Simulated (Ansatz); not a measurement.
Geometry optimisation of Cl2FH2NSi, SMILES `N[Si](F)(Cl)Cl`.

```yaml
crystal:
  periodic: [false, false, false]
  atoms:
    - {symbol: N, position_ang: [-1.045475, 0.065774, 0.383840]}
    - {symbol: Si, position_ang: [0.591019, -0.097717, -0.062562]}
    - {symbol: F, position_ang: [1.388737, -1.003907, 1.024574]}
    - {symbol: Cl, position_ang: [0.911314, -1.050422, -1.866536]}
    - {symbol: Cl, position_ang: [1.421193, 1.781355, -0.111280]}
    - {symbol: H, position_ang: [-1.690922, -0.725372, 0.339299]}
    - {symbol: H, position_ang: [-1.514668, 0.962290, 0.246866]}
basis:
  gaussian: {orbitals: def2-TZVP}
hamiltonian: {xc: pbe0, dispersion: d4}
relax: {f_tol: 0.005, max_steps: 150}
```

```sh
$ ansatz run in.yaml --threads 4 --pin off --events-out ev --progress --plain
```

Shortened log:

```
Functional definition: PBE0
mean field -37155.32203395 eV, -1365.4328999657 hartree, gradient 4.1e-5 eV, S^2 0.000000; 0 other end points of the search recorded, 0 dependent functions left out
relax step   1: F+E_penalty+E_count = -37155.50618535 eV  Δ(F+E_penalty+E_count) = +0.000e0 eV  max|allowed force component| = 9.973e-1 eV/Å  Δτ_max = 0.0000 Å  (26 SCF iters, accepted)
mean field -37155.37937043 eV, -1365.4350070426 hartree, gradient 9.3e-6 eV, S^2 0.000000; 0 other end points of the search recorded, 0 dependent functions left out
relax step   2: F+E_penalty+E_count = -37155.56518188 eV  Δ(F+E_penalty+E_count) = -5.900e-2 eV  max|allowed force component| = 6.559e-1 eV/Å  Δτ_max = 0.0351 Å  (30 SCF iters, accepted)
mean field -37155.39222193 eV, -1365.4354793267 hartree, gradient 9.1e-6 eV, S^2 0.000000; 0 other end points of the search recorded, 0 dependent functions left out
relax step   3: F+E_penalty+E_count = -37155.57837490 eV  Δ(F+E_penalty+E_count) = -1.319e-2 eV  max|allowed force component| = 1.811e-1 eV/Å  Δτ_max = 0.0223 Å  (30 SCF iters, accepted)
mean field -37155.39304324 eV, -1365.4355095093 hartree, gradient 9.1e-6 eV, S^2 0.000000; 0 other end points of the search recorded, 0 dependent functions left out
relax step   4: F+E_penalty+E_count = -37155.57921210 eV  Δ(F+E_penalty+E_count) = -8.372e-4 eV  max|allowed force component| = 4.945e-2 eV/Å  Δτ_max = 0.0091 Å  (31 SCF iters, accepted)
mean field -37155.39287704 eV, -1365.4355034014 hartree, gradient 8.9e-6 eV, S^2 0.000000; 0 other end points of the search recorded, 0 dependent functions left out
relax step   5: F+E_penalty+E_count = -37155.57907322 eV  Δ(F+E_penalty+E_count) = +1.389e-4 eV  max|allowed force component| = 1.486e-1 eV/Å  Δτ_max = 0.0389 Å  (29 SCF iters, rejected (line search))
mean field -37155.39356267 eV, -1365.4355285977 hartree, gradient 8.9e-6 eV, S^2 0.000000; 0 other end points of the search recorded, 0 dependent functions left out
relax step   6: F+E_penalty+E_count = -37155.57971481 eV  Δ(F+E_penalty+E_count) = -5.027e-4 eV  max|allowed force component| = 3.196e-2 eV/Å  Δτ_max = 0.0190 Å  (30 SCF iters, accepted)
mean field -37155.39377842 eV, -1365.4355365264 hartree, gradient 8.6e-6 eV, S^2 0.000000; 0 other end points of the search recorded, 0 dependent functions left out
relax step   7: F+E_penalty+E_count = -37155.57993479 eV  Δ(F+E_penalty+E_count) = -2.200e-4 eV  max|allowed force component| = 2.862e-2 eV/Å  Δτ_max = 0.0173 Å  (30 SCF iters, accepted)
mean field -37155.39387528 eV, -1365.4355400859 hartree, gradient 8.5e-6 eV, S^2 0.000000; 0 other end points of the search recorded, 0 dependent functions left out
relax step   8: F+E_penalty+E_count = -37155.58003280 eV  Δ(F+E_penalty+E_count) = -9.801e-5 eV  max|allowed force component| = 6.192e-3 eV/Å  Δτ_max = 0.0120 Å  (30 SCF iters, accepted)
mean field -37155.39390003 eV, -1365.4355409957 hartree, gradient 8.5e-6 eV, S^2 0.000000; 0 other end points of the search recorded, 0 dependent functions left out
relax step   9: F+E_penalty+E_count = -37155.58006155 eV  Δ(F+E_penalty+E_count) = -2.875e-5 eV  max|allowed force component| = 9.376e-3 eV/Å  Δτ_max = 0.0103 Å  (31 SCF iters, accepted)
mean field -37155.39394261 eV, -1365.4355425602 hartree, gradient 8.4e-6 eV, S^2 0.000000; 0 other end points of the search recorded, 0 dependent functions left out
relax step  10: F+E_penalty+E_count = -37155.58011349 eV  Δ(F+E_penalty+E_count) = -5.194e-5 eV  max|allowed force component| = 1.411e-2 eV/Å  Δτ_max = 0.0189 Å  (30 SCF iters, accepted)
mean field -37155.39351031 eV, -1365.4355266736 hartree, gradient 9.1e-6 eV, S^2 0.000000; 0 other end points of the search recorded, 0 dependent functions left out
relax step  11: F+E_penalty+E_count = -37155.57965511 eV  Δ(F+E_penalty+E_count) = +4.584e-4 eV  max|allowed force component| = 2.405e-1 eV/Å  Δτ_max = 0.0729 Å  (29 SCF iters, rejected (line search))
mean field -37155.39409996 eV, -1365.4355483430 hartree, gradient 8.4e-6 eV, S^2 0.000000; 0 other end points of the search recorded, 0 dependent functions left out
relax step  12: F+E_penalty+E_count = -37155.58027727 eV  Δ(F+E_penalty+E_count) = -1.638e-4 eV  max|allowed force component| = 1.825e-2 eV/Å  Δτ_max = 0.0200 Å  (30 SCF iters, accepted)
mean field -37155.39306006 eV, -1365.4355101271 hartree, gradient 1.1e-5 eV, S^2 0.000000; 0 other end points of the search recorded, 0 dependent functions left out
relax step  13: F+E_penalty+E_count = -37155.57921437 eV  Δ(F+E_penalty+E_count) = +1.063e-3 eV  max|allowed force component| = 3.648e-1 eV/Å  Δτ_max = 0.0970 Å  (29 SCF iters, rejected (line search))
mean field -37155.39407973 eV, -1365.4355475996 hartree, gradient 8.3e-6 eV, S^2 0.000000; 0 other end points of the search recorded, 0 dependent functions left out
relax step  14: F+E_penalty+E_count = -37155.58027020 eV  Δ(F+E_penalty+E_count) = +7.070e-6 eV  max|allowed force component| = 1.996e-2 eV/Å  Δτ_max = 0.0067 Å  (31 SCF iters, rejected (line search))
mean field -37155.39413269 eV, -1365.4355495456 hartree, gradient 8.3e-6 eV, S^2 0.000000; 0 other end points of the search recorded, 0 dependent functions left out
relax step  15: F+E_penalty+E_count = -37155.58031934 eV  Δ(F+E_penalty+E_count) = -4.207e-5 eV  max|allowed force component| = 5.197e-3 eV/Å  Δτ_max = 0.0034 Å  (31 SCF iters, accepted)
mean field -37155.39451663 eV, -1365.4355636553 hartree, gradient 8.3e-6 eV, S^2 0.000000; 0 other end points of the search recorded, 0 dependent functions left out
relax step  16: F+E_penalty+E_count = -37155.58070545 eV  Δ(F+E_penalty+E_count) = -3.861e-4 eV  max|allowed force component| = 1.940e-2 eV/Å  Δτ_max = 0.0500 Å  (29 SCF iters, accepted)
mean field -37155.39474411 eV, -1365.4355720148 hartree, gradient 8.0e-6 eV, S^2 0.000000; 0 other end points of the search recorded, 0 dependent functions left out
relax step  17: F+E_penalty+E_count = -37155.58094756 eV  Δ(F+E_penalty+E_count) = -2.421e-4 eV  max|allowed force component| = 1.394e-1 eV/Å  Δτ_max = 0.0447 Å  (29 SCF iters, accepted)
mean field -37155.39505103 eV, -1365.4355832941 hartree, gradient 7.7e-6 eV, S^2 0.000000; 0 other end points of the search recorded, 0 dependent functions left out
relax step  18: F+E_penalty+E_count = -37155.58126489 eV  Δ(F+E_penalty+E_count) = -3.173e-4 eV  max|allowed force component| = 1.079e-1 eV/Å  Δτ_max = 0.0139 Å  (30 SCF iters, accepted)
mean field -37155.39588200 eV, -1365.4356138316 hartree, gradient 8.5e-6 eV, S^2 0.000000; 0 other end points of the search recorded, 0 dependent functions left out
relax step  19: F+E_penalty+E_count = -37155.58209156 eV  Δ(F+E_penalty+E_count) = -8.267e-4 eV  max|allowed force component| = 2.049e-1 eV/Å  Δτ_max = 0.0793 Å  (29 SCF iters, accepted)
mean field -37155.39672662 eV, -1365.4356448710 hartree, gradient 7.3e-6 eV, S^2 0.000000; 0 other end points of the search recorded, 0 dependent functions left out
relax step  20: F+E_penalty+E_count = -37155.58296429 eV  Δ(F+E_penalty+E_count) = -8.727e-4 eV  max|allowed force component| = 1.500e-1 eV/Å  Δτ_max = 0.0241 Å  (30 SCF iters, accepted)
mean field -37155.39842332 eV, -1365.4357072233 hartree, gradient 8.2e-6 eV, S^2 0.000000; 0 other end points of the search recorded, 0 dependent functions left out
relax step  21: F+E_penalty+E_count = -37155.58466498 eV  Δ(F+E_penalty+E_count) = -1.701e-3 eV  max|allowed force component| = 3.212e-1 eV/Å  Δτ_max = 0.0861 Å  (29 SCF iters, accepted)
mean field -37155.40244546 eV, -1365.4358550343 hartree, gradient 1.0e-5 eV, S^2 0.000000; 0 other end points of the search recorded, 0 dependent functions left out
relax step  22: F+E_penalty+E_count = -37155.58877197 eV  Δ(F+E_penalty+E_count) = -4.107e-3 eV  max|allowed force component| = 9.591e-2 eV/Å  Δτ_max = 0.1057 Å  (29 SCF iters, accepted)
mean field -37155.40239160 eV, -1365.4358530551 hartree, gradient 7.2e-6 eV, S^2 0.000000; 0 other end points of the search recorded, 0 dependent functions left out
relax step  23: F+E_penalty+E_count = -37155.58872708 eV  Δ(F+E_penalty+E_count) = +4.490e-5 eV  max|allowed force component| = 6.565e-2 eV/Å  Δτ_max = 0.0090 Å  (30 SCF iters, rejected (line search))
mean field -37155.40262286 eV, -1365.4358615535 hartree, gradient 7.2e-6 eV, S^2 0.000000; 0 other end points of the search recorded, 0 dependent functions left out
relax step  24: F+E_penalty+E_count = -37155.58895358 eV  Δ(F+E_penalty+E_count) = -1.816e-4 eV  max|allowed force component| = 2.279e-2 eV/Å  Δτ_max = 0.0044 Å  (32 SCF iters, accepted)
mean field -37155.40319946 eV, -1365.4358827434 hartree, gradient 7.5e-6 eV, S^2 0.000000; 0 other end points of the search recorded, 0 dependent functions left out
relax step  25: F+E_penalty+E_count = -37155.58953374 eV  Δ(F+E_penalty+E_count) = -5.802e-4 eV  max|allowed force component| = 4.604e-3 eV/Å  Δτ_max = 0.0427 Å  (29 SCF iters, accepted)
mean field -37155.40326469 eV, -1365.4358851403 hartree, gradient 7.8e-6 eV, S^2 0.000000; 0 other end points of the search recorded, 0 dependent functions left out
relax step  26: F+E_penalty+E_count = -37155.58958631 eV  Δ(F+E_penalty+E_count) = -5.257e-5 eV  max|allowed force component| = 7.009e-2 eV/Å  Δτ_max = 0.0451 Å  (29 SCF iters, accepted)
mean field -37155.40334095 eV, -1365.4358879430 hartree, gradient 7.5e-6 eV, S^2 0.000000; 0 other end points of the search recorded, 0 dependent functions left out
relax step  27: F+E_penalty+E_count = -37155.58968121 eV  Δ(F+E_penalty+E_count) = -9.490e-5 eV  max|allowed force component| = 1.471e-2 eV/Å  Δτ_max = 0.0118 Å  (31 SCF iters, accepted)
mean field -37155.40337044 eV, -1365.4358890267 hartree, gradient 7.5e-6 eV, S^2 0.000000; 0 other end points of the search recorded, 0 dependent functions left out
relax step  28: F+E_penalty+E_count = -37155.58970955 eV  Δ(F+E_penalty+E_count) = -2.834e-5 eV  max|allowed force component| = 7.184e-4 eV/Å  Δτ_max = 0.0045 Å  (32 SCF iters, accepted)
mean field -37155.40337044 eV, -1365.4358890267 hartree, gradient 3.3e-5 eV, S^2 0.000000; 1 other end points of the search recorded, 0 dependent functions left out
Total energy: -37155.58973638 eV, -1365.4427378486 hartree
Atom 0 at    -1.058957     0.085790     0.191689 Å, force    -0.000069    -0.000291    -0.000078 eV/Å
Atom 1 at     0.586455    -0.079414    -0.080268 Å, force    -0.000642    -0.000013     0.000637 eV/Å
Atom 2 at     1.377950    -0.829488     1.069657 Å, force     0.000288    -0.000099    -0.000450 eV/Å
Atom 3 at     0.881951    -1.181429    -1.756199 Å, force    -0.000246    -0.000494     0.000285 eV/Å
Atom 4 at     1.429731     1.759226    -0.216615 Å, force     0.000198     0.000718     0.000027 eV/Å
Atom 5 at    -1.715346    -0.648844    -0.008655 Å, force     0.000245     0.000090    -0.000636 eV/Å
Atom 6 at    -1.440586     0.826159     0.754592 Å, force     0.000227     0.000089     0.000216 eV/Å
Dipole moment:    -0.533041     0.048763     0.097731 e Å
```

Hardware: 4 threads of a server CPU on a shared host. Wall time 43 s, peak host memory 0.55 GiB.
